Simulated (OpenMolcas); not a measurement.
## OpenMolcas run: Ru3+

Ru3+ among 4 point charges of -2 e arranged as a tetrahedron (Td), 1.94 Å from the ion.

Input:

```
&GATEWAY
Coord
1

Ru 0.0 0.0 0.0
Basis=ANO-RCC-VDZP
Group=NoSym
NoMove
AngMom=0.0 0.0 0.0
AMFI
XField
4 Angstrom 0
1.120060 1.120060 1.120060 -2.000000
1.120060 -1.120060 -1.120060 -2.000000
-1.120060 1.120060 -1.120060 -2.000000
-1.120060 -1.120060 1.120060 -2.000000
&SEWARD
* reference wave functions (RASSCF and RASSI steps not shown): 5 electrons in 5 orbitals (4d)
>>> COPY JOB001 $Project.JobIph
&CASPT2
Multistate=1 1
Frozen=14
IPEA=0.25
Imaginary=0.1
MaxIter=60
WThr=0.0 0.3 0.05
PrWF=0.5
NoMix
>>> COPY JOB002 $Project.JobIph
&CASPT2
Multistate=24 1 2 3 4 5 6 7 8 9 10 11 12 13 14 15 16 17 18 19 20 21 22
23 24
NoMult
Frozen=14
IPEA=0.25
Imaginary=0.1
MaxIter=60
WThr=0.0 0.3 0.05
PrWF=0.5
NoMix
>>> COPY JOB003 $Project.JobIph
&CASPT2
Multistate=75 1 2 3 4 5 6 7 8 9 10 11 12 13 14 15 16 17 18 19 20 21 22
23 24 25 26 27 28 29 30 31 32 33 34 35 36 37 38 39 40 41 42 43 44 45 46
47 48 49 50 51 52 53 54 55 56 57 58 59 60 61 62 63 64 65 66 67 68 69 70
71 72 73 74 75
NoMult
Frozen=14
IPEA=0.25
Imaginary=0.1
MaxIter=60
WThr=0.0 0.3 0.05
PrWF=0.5
NoMix
```

Launched by
```bash
OMP_NUM_THREADS=1 MOLCAS_MEM=1689 MOLCAS_PROJECT=a pymolcas a.inp > a.log  # once for each step of the input, in one work folder
```

Output, cut to the results:

```
--- CASPT2 ---
Orbital specifications:
      -----------------------

      Symmetry species                           1
                                                 a
      Frozen orbitals                           14
      Inactive orbitals                          4
      Active orbitals                            5
      Secondary orbitals                        20
      Deleted orbitals                           0
      Number of basis functions                 43
Type of calculation                        SS-CASPT2
      Fock operator                              state-specific
      IPEA shift                                 0.25
      Real shift                                 0.00
      Imaginary shift                            0.10
      The input orbitals will be transformed to quasi-canonical
Reference energy:       -4532.1536294850
      E2 (Non-variational):      -0.2493864148
      Shift correction:          -0.0001347429
      E2 (Variational):          -0.2495211576
      Total energy:           -4532.4031506427
      Residual norm:              0.0000002152
      Reference weight:           0.94788
      Contributions to the CASPT2 correlation energy
      Active & Virtual Only:         -0.0551803804
      One Inactive Excited:          -0.1243251547
      Two Inactive Excited:          -0.0698808797
::    CASPT2 Root  1     Total energy:  -4532.40315064
--- CASPT2 ---
Orbital specifications:
      -----------------------

      Symmetry species                           1
                                                 a
      Frozen orbitals                           14
      Inactive orbitals                          4
      Active orbitals                            5
      Secondary orbitals                        20
      Deleted orbitals                           0
      Number of basis functions                 43
Type of calculation                        SS-CASPT2
      Fock operator                              state-specific
      IPEA shift                                 0.25
      Real shift                                 0.00
      Imaginary shift                            0.10
      The input orbitals will be transformed to quasi-canonical
Reference energy:       -4532.0405592240
      E2 (Non-variational):      -0.2592688069
      Shift correction:          -0.0001692559
      E2 (Variational):          -0.2594380628
      Total energy:           -4532.2999972868
      Residual norm:              0.0000009897
      Reference weight:           0.94465
      Contributions to the CASPT2 correlation energy
      Active & Virtual Only:         -0.0600105039
      One Inactive Excited:          -0.1271465452
      Two Inactive Excited:          -0.0721117577
Reference energy:       -4532.0405592240
      E2 (Non-variational):      -0.2597220091
      Shift correction:          -0.0001698226
      E2 (Variational):          -0.2598918317
      Total energy:           -4532.3004510557
      Residual norm:              0.0000008849
      Reference weight:           0.94441
      Contributions to the CASPT2 correlation energy
      Active & Virtual Only:         -0.0602372199
      One Inactive Excited:          -0.1273135814
      Two Inactive Excited:          -0.0721712078
::    CASPT2 Root  1     Total energy:  -4532.29999729
::    CASPT2 Root  2     Total energy:  -4532.30045106
::    CASPT2 Root  3     Total energy:  -4532.29989030
::    CASPT2 Root  4     Total energy:  -4532.29412087
::    CASPT2 Root  5     Total energy:  -4532.29417446
::    CASPT2 Root  6     Total energy:  -4532.29418200
::    CASPT2 Root  7     Total energy:  -4532.29140380
::    CASPT2 Root  8     Total energy:  -4532.29189659
::    CASPT2 Root  9     Total energy:  -4532.29176205
::    CASPT2 Root 10     Total energy:  -4532.27447307
::    CASPT2 Root 11     Total energy:  -4532.27453234
::    CASPT2 Root 12     Total energy:  -4532.27462697
::    CASPT2 Root 13     Total energy:  -4532.27109602
::    CASPT2 Root 14     Total energy:  -4532.27115373
::    CASPT2 Root 15     Total energy:  -4532.26713318
::    CASPT2 Root 16     Total energy:  -4532.26665783
::    CASPT2 Root 17     Total energy:  -4532.26632447
::    CASPT2 Root 18     Total energy:  -4532.22413580
::    CASPT2 Root 19     Total energy:  -4532.22201864
::    CASPT2 Root 20     Total energy:  -4532.22186495
::    CASPT2 Root 21     Total energy:  -4532.22217908
::    CASPT2 Root 22     Total energy:  -4532.21710547
::    CASPT2 Root 23     Total energy:  -4532.21692994
::    CASPT2 Root 24     Total energy:  -4532.21690829
--- CASPT2 ---
Orbital specifications:
      -----------------------

      Symmetry species                           1
                                                 a
      Frozen orbitals                           14
      Inactive orbitals                          4
      Active orbitals                            5
      Secondary orbitals                        20
      Deleted orbitals                           0
      Number of basis functions                 43
Type of calculation                        SS-CASPT2
      Fock operator                              state-specific
      IPEA shift                                 0.25
      Real shift                                 0.00
      Imaginary shift                            0.10
      The input orbitals will be transformed to quasi-canonical
Reference energy:       -4531.9927040577
      E2 (Non-variational):      -0.2581053135
      Shift correction:          -0.0001491405
      E2 (Variational):          -0.2582544540
      Total energy:           -4532.2509585116
      Residual norm:              0.0000001324
      Reference weight:           0.94615
      Contributions to the CASPT2 correlation energy
      Active & Virtual Only:         -0.0570070604
      One Inactive Excited:          -0.1317980704
      Two Inactive Excited:          -0.0693001827
Reference energy:       -4531.9927040577
...
```

Spin-orbit levels above the lowest (labels of Td), with the averaged single-state CASPT2 energies on the diagonal:

```
E (cm-1)  Degeneracy  Label  2S+1               g
       0           6            6                
   22330           4     Γ8     4                
   22500           2     Γ7     4  2.46 2.46 2.46
   22510           2     Γ6     4  2.64 2.64 2.64
   22570           4     Γ8     4                
   23770           2     Γ6     4  2.62 2.62 2.62
   23810           4     Γ8     4                
   23950           4     Γ8     4                
   23980           2     Γ7     4  0.44 0.44 0.44
   24420           2     Γ7     4  0.65 0.65 0.65
   24440           4     Γ8     4                
   24470           2     Γ6     4  2.67 2.67 2.67
   24560           4     Γ8     4                
   27300           2     Γ7     4  1.31 1.31 1.31
   27430           4     Γ8     4                
   27740           4     Γ8     4                
   28080           2     Γ7     4  0.59 0.59 0.59
   28360           2     Γ6     4  0.15 0.15 0.15
   28700           4     Γ8     4                
   29060           2     Γ6     4  3.00 3.00 3.00
```

Roots that are degenerate in the reference are averaged as groups; the widest CASPT2 spread within a group is 180 cm-1 (the 3-fold group of multiplicity 4 near 29900 cm-1 above the lowest state of its run). Shifts and gaps below about the spread of the groups concerned are not significant. Point charges give a weaker field than real ligands, and real ions of this kind are as a rule low spin; the high spin found here belongs to the model. Free-ion shares, where given, are those of the reference states; single-state CASPT2 does not remix them. Point charges carry no covalency, so the field is a model and not that of real ligands. No measured value stands beside these numbers.
